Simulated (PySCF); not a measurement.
An excited-state job on `N#C[SiH2]OCC(=O)O`.

Computed with TDDFT PBE0/def2-SVPD, vertical, gas phase, core orbitals frozen in the response (PySCF 2.14.0, density-fitted response routines). Geometry: GFN2-xTB. A driver script takes a list of jobs; this job's settings line and coordinates (Å) are shown.

Command:
```bash
OMP_NUM_THREADS=1 python probes_run.py task.json out
```

Input:
```
{"job": {"kind": "uv", "xc": "PBE0", "basis": "def2-SVPD", "nstates": 8, "ntriplets": 3}, "charge": 0, "multiplicity": 1}
N      2.607132     2.646046     0.517531
C      2.403926     1.520541     0.450856
Si     2.025121    -0.313632     0.322786
O      0.426708    -0.549136     0.332487
C     -0.604414    -0.058880    -0.451000
C     -1.943961    -0.533502     0.088194
O     -2.111481    -1.242538     1.034959
O     -2.944396    -0.045676    -0.656417
H      2.409098    -0.997491     1.540853
H      2.655619    -0.714773    -0.938194
H     -0.611455     1.038740    -0.462053
H     -0.515451    -0.405180    -1.488966
H     -3.800833    -0.344034    -0.308765
```

Problem. What does the run print?

Solution. 
```
coarse grid: 12304 points
cycle   1  E = -686.0162366305  dE =  1.268e+00  |g| = 1.070e+00  |ddm| = 4.829e+00
cycle   2  E = -685.4466485828  dE =  5.696e-01  |g| = 2.015e+00  |ddm| = 3.194e+00
cycle   3  E = -686.2241991734  dE = -7.776e-01  |g| = 3.041e-01  |ddm| = 2.237e+00
cycle   4  E = -686.2404425758  dE = -1.624e-02  |g| = 1.043e-01  |ddm| = 3.560e-01
cycle   5  E = -686.2423352254  dE = -1.893e-03  |g| = 3.169e-02  |ddm| = 1.185e-01
cycle   6  E = -686.2425131469  dE = -1.779e-04  |g| = 1.538e-02  |ddm| = 4.219e-02
cycle   7  E = -686.2425610909  dE = -4.794e-05  |g| = 3.169e-03  |ddm| = 1.583e-02
cycle   8  E = -686.2425630493  dE = -1.958e-06  |g| = 8.872e-04  |ddm| = 3.919e-03
final grid: 117032 points
cycle   9  E = -686.3478070399  dE = -1.420e-05  |g| = 1.178e-02  |ddm| = 8.851e-02
cycle  10  E = -686.3477633650  dE =  4.367e-05  |g| = 1.940e-02  |ddm| = 2.824e-02
cycle  11  E = -686.3478317955  dE = -6.843e-05  |g| = 2.202e-03  |ddm| = 1.797e-02
cycle  12  E = -686.3478327417  dE = -9.463e-07  |g| = 3.124e-04  |ddm| = 2.114e-03
cycle  13  E = -686.3478327586  dE = -1.691e-08  |g| = 1.278e-04  |ddm| = 5.079e-04
cycle  14  E = -686.3478327610  dE = -2.372e-09  |g| = 7.780e-05  |ddm| = 1.918e-04
cycle  15  E = -686.3478327623  dE = -1.265e-09  |g| = 2.095e-05  |ddm| = 8.294e-05
cycle  16  E = -686.3478327624  dE = -9.118e-11  |g| = 5.169e-06  |ddm| = 2.704e-05
converged SCF energy = -686.3478327624

Static polarisability (au): isotropic 73.731, principal 61.912 73.835 85.447

Singlet excitations
state   eV       nm        f      main configurations
  1   5.9487    208.4   0.00026   H->L+2 0.88, H->L+1 0.09
  2   6.5725    188.6   0.00202   H->L 0.77, H-1->L 0.17
  3   6.7121    184.7   0.00411   H-1->L 0.75, H->L 0.19
  4   6.9224    179.1   0.00152   H-2->L 0.60, H-4->L 0.13, H-5->L 0.09
  5   7.3973    167.6   0.00533   H-4->L 0.32, H->L+1 0.22, H-2->L+1 0.13
  6   7.4684    166.0   0.00978   H->L+1 0.62, H-4->L 0.16
  7   7.4920    165.5   0.00381   H-5->L 0.51, H-2->L 0.23
  8   7.5405    164.4   0.05611   H->L+3 0.87

Triplet excitations (Tamm-Dancoff, eV): 5.3915 5.8374 6.2236
```

The SCF starts on a coarse grid where the log names one; the energy can jump when the final grid takes over, and dE then counts from the start density on the new grid. H and L stand for HOMO and LUMO; the number after each pair is its weight.

Problem. Which computed singlet has the largest oscillator strength, and what do all of them sum to?

Solution. State 8 at 7.54 eV (164 nm), f = 0.056; the 8 states sum to 0.083.

Problem. How does the lowest singlet excitation compare with the HOMO–LUMO gap?

Solution. HOMO -8.60 eV and LUMO -1.17 eV give a gap of 7.43 eV; S1 at 5.95 eV lies 1.48 eV below it.

In short: HOMO -8.60 eV, LUMO -1.17 eV; lowest singlet 5.95 eV; lowest triplet 5.39 eV (Tamm–Dancoff); mean polarisability 73.7 au.

Problem. How long does this job take on an Arm Neoverse V2 with one thread, shared host? And the peak memory of the process?

Solution. About 40 s, with 0.84 GiB resident at the peak, the Python interpreter and its libraries included.

One conformer stands for the species.
Labels such as C1 count atoms from 1, the log's own numbers from 0.
